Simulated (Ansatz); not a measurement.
Basis-set extrapolation for CH$_{5}$BOSi (`B[SiH]1CO1`) (PBE0-D4/def2-TZVP geometry, frozen core, Ansatz). Multiplicity 1, RHF reference.

```json
{"": "HF", "def2-TZVPP": "-429.261790", "def2-QZVPP": "-429.277726"}
{"": "MP2 correlation", "def2-TZVPP": "-0.621178", "def2-QZVPP": "-0.665872"}
{"": "CCSD(T) correlation", "def2-TZVPP": "-0.686057", "def2-QZVPP": "not run"}
```

Energies in hartree. Use E(X) = E(∞) + A·exp(−7.88·√X) for Hartree–Fock and E(X) = E(∞) + B·X^(−2.97) for correlation, with X = 3 and 4, and add CCSD(T) minus MP2 of the smaller set to the MP2 limit.

What is the CCSD(T) energy at the basis-set limit?

HF limit: -429.277726 + (-0.015936) × 0.13774 = -429.27992. MP2 limit: -0.665872 + (-0.044694) × 0.74074 = -0.69898. Higher-order term: -0.686057 − (-0.621178) = -0.06488. Total: -430.04378 hartree, 2.61 eV below CCSD(T)/def2-TZVPP.
